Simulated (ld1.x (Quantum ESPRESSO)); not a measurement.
## O, TM: configuration errors across variants

O, norm-conserving Troullier–Martins (Kleinman–Bylander form), made with ld1.x (Quantum ESPRESSO) 7.5 (PBE, scalar-relativistic). Core [He], reference 2s1.5 2p4.5. Waves: 2s (bound): rc 0.85 bohr; 2p (bound): rc 1.50 bohr. Local part: all-electron potential smoothed inside 1.35 bohr (lloc = -2). Core correction: none.

All-electron excitation energies from the reference (eV): (1) 2s2 2p4 -7.470; (2) 2s2 2p3 8.960; (3) 2s2 2p2 42.547; (4) 2s2 2p1 96.416; (5) 2s1 2p4 24.189; (6) 2s2 2p0 173.320; (7) 2s2 2p3.5 -1.185.

1 further variants failed, have other tests or too few solved ones, and are left out.

Errors AE − PS in meV (a dash: test not solved or not reliable):

```tsv
change	(1)	(2)	(3)	(4)	(5)	(6)	(7)	bound ghosts
base	+2.5	+45	+265	+1024	-25	+2991	+15	none
local potential the s channel	+2.5	+45	+243	+893	-20	+2562	+15	none
wave 2s (bound): rc 0.85 bohr becomes 2s (bound): rc 1.00 bohr	+4.2	+53	+289	+1084	-25	+3101	+19	none
all radii scaled by about 1.16 (s 0.98, p 1.74 bohr); local potential all-electron potential smoothed inside 1.58 bohr (lloc = -2)	+2.8	+81	+438	+1600	-49	+4433	+27	none
local potential all-electron potential smoothed inside 0.72 bohr (lloc = -2)	+2.5	+45	+245	+903	-19	+2587	+15	none
```

Question: Give the same row for: core correction a·sin(br)/r model core inside 0.48 bohr.

Answer: +2.3, +44, +258, +1002, -24, +2948, +14; bound ghosts: none.
